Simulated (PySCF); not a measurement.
**Electronic structure of Cl⁺ (chlorine, charge +1) at the TPSS level**

Configuration: [Ne] 3s2 3p4, high-spin 3P determinant. All numbers are calculated (PySCF 2.14, no relativity, point nucleus, in cc-pV(D+d)Z (4s3p2d, 23 functions)).

| Property | Result |
| --- | --- |
| Total energy | -459.6855 hartree |
| One-electron energy | -627.3474 hartree |
| Hartree (Coulomb) energy | 195.5517 hartree |
| Exchange-correlation energy | -27.8898 hartree |
| Kinetic energy | 458.81084 hartree |
| ⟨S²⟩ | 2.0033 |
| ⟨L²⟩ | 2.012 |
| Sum of ⟨r⟩ | 13.34 bohr |
| Sum of ⟨r²⟩ | 20.74 bohr² |
| Traceless quadrupole moment −½Σ⟨3z² − r²⟩ along its main axis | -1.43 e·bohr² |
| Density at the nucleus (Gaussians lack the cusp) | 3130 bohr⁻³ |
| Spin density at the nucleus | 0.332 bohr⁻³ |
| Langevin diamagnetic susceptibility | -16.4 ×10⁻⁶ cm³/mol |
| Time after the integrals | 0.25 s of wall time on 1 thread of Neoverse-V1 (shared host) |

```json
{"shell": "1s α", "electrons": "1", "mean orbital energy (eV)": "-2762.9", "spread (eV)": "0", "rms radius, mean of both spins (bohr)": "0.106"}
{"shell": "1s β", "electrons": "1", "mean orbital energy (eV)": "-2762.5", "spread (eV)": "0", "rms radius, mean of both spins (bohr)": "0.106"}
{"shell": "2s α", "electrons": "1", "mean orbital energy (eV)": "-265.63", "spread (eV)": "0", "rms radius, mean of both spins (bohr)": "0.484"}
{"shell": "2s β", "electrons": "1", "mean orbital energy (eV)": "-265.29", "spread (eV)": "0", "rms radius, mean of both spins (bohr)": "0.484"}
{"shell": "2p α", "electrons": "3", "mean orbital energy (eV)": "-205.14", "spread (eV)": "0.735", "rms radius, mean of both spins (bohr)": "0.454"}
{"shell": "2p β", "electrons": "3", "mean orbital energy (eV)": "-204.65", "spread (eV)": "0.312", "rms radius, mean of both spins (bohr)": "0.454"}
{"shell": "3s α", "electrons": "1", "mean orbital energy (eV)": "-33.478", "spread (eV)": "0", "rms radius, mean of both spins (bohr)": "1.62"}
{"shell": "3s β", "electrons": "1", "mean orbital energy (eV)": "-30.632", "spread (eV)": "0", "rms radius, mean of both spins (bohr)": "1.62"}
{"shell": "3p α", "electrons": "3", "mean orbital energy (eV)": "-20.524", "spread (eV)": "1.711", "rms radius, mean of both spins (bohr)": "1.86"}
{"shell": "3p β", "electrons": "1", "mean orbital energy (eV)": "-18.567", "spread (eV)": "0", "rms radius, mean of both spins (bohr)": "1.86"}
```
